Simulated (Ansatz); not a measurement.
`C[SiH2]C1[SiH2][SiH2]1` and `[GeH3][CH]1[SiH2][SiH2]1` differ in one atom or group.

Ansatz, PBE0-D4/def2-TZVP geometries, multiplicity 1. Each molecule was computed in one conformer, which needn't be the lowest.

Scalar relativity is left out up to krypton.

```csv
property,`C[SiH2]C1[SiH2][SiH2]1`
HOMO–LUMO gap (PBE0/def2-TZVPP) / eV,5.18
HOMO–LUMO gap (PBE/def2-TZVPP) / eV,3.40
HOMO energy (B3LYP/def2-TZVPP) / eV,-6.17
LUMO energy (PBE0/def2-TZVPP) / eV,-1.18
HOMO energy (ωB97M-V/def2-TZVPP) / eV,-8.36
size of the dipole moment (PBE/def2-TZVPP) / D,1.48
```

Task: Give the same properties after the change, and the shifts. (Best estimate.)

Result: Ansatz gave: 
```
                                      property  `[GeH3][CH]1[SiH2][SiH2]1`  shift
          HOMO–LUMO gap (PBE0/def2-TZVPP) / eV                        6.48   1.30
           HOMO–LUMO gap (PBE/def2-TZVPP) / eV                        4.69   1.29
           HOMO energy (B3LYP/def2-TZVPP) / eV                       -6.58  -0.41
            LUMO energy (PBE0/def2-TZVPP) / eV                       -0.29   0.89
         HOMO energy (ωB97M-V/def2-TZVPP) / eV                       -8.75  -0.39
size of the dipole moment (PBE/def2-TZVPP) / D                        0.59  -0.89
```

With PBE0 the HOMO falls by 0.41 eV and the LUMO rises by 0.89 eV, so the gap widens by about 1.30 eV. PBE moves the HOMO by -0.39 eV and ωB97M-V by -0.39 eV. Dipoles are sizes alone; their direction can turn.

B3LYP here is the variant with VWN-RPA as its local correlation; programs differ in this.
